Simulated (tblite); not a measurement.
All values are computed: GFN2-xTB (tblite) harmonic vibrations without scaling, gas phase. This tight-binding method is rough: wavenumbers can miss measured ones by several per cent, in bad cases by 10 to 20. Modes of hydrogen on phosphorus and silicon can be 10 to 20 % off. One conformer each. Thermal functions are those of the rigid rotor and harmonic oscillator, without mixing of conformers.

Problem. Order these by their ideal-gas entropy at 200 K and 1 bar, highest first (J/(mol K)).
A. `CO[SiH2]/C=C(/[SiH2]Cl)C(C)=O`
B. `CCC1=C(C)CC[P@@H]1=O`
C. `C=C[P@@](C)(=O)C1CCC1`
D. `CCC1=C(OC)CPC1`
E. `C=[P@@]1(C)C[C@@H](C)[C@H]1[SiH3]`
F. `C=C(C)P(C)[SiH](C)C`

Solution. A (437.9), F (409.7), C (379.6), E (375.3), D (370.8), B (364.4).

```tsv
SMILES	atoms	mass (u)	symmetry number	modes under 300 cm⁻¹	ZPE (kJ/mol)	S translation (J/(mol K))	S rotation	S vibration	S	Cp
CO[SiH2]/C=C(/[SiH2]Cl)C(C)=O	21	194.00	1	12	380.0	166.3	127.9	143.8	437.9	168.1
C=C(C)P(C)[SiH](C)C	23	146.07	1	12	497.0	162.7	119.5	127.5	409.7	158.7
C=C[P@@](C)(=O)C1CCC1	22	144.07	1	9	479.8	162.5	118.3	98.8	379.6	129.8
C=[P@@]1(C)C[C@@H](C)[C@H]1[SiH3]	23	146.07	1	10	484.1	162.7	118.5	94.1	375.3	142.7
CCC1=C(OC)CPC1	22	144.07	1	8	479.5	162.5	120.0	88.2	370.8	126.3
CCC1=C(C)CC[P@@H]1=O	22	144.07	1	8	482.1	162.5	118.5	83.3	364.4	126.2
```

Entropies and Cp are for 200 K and 1 bar.
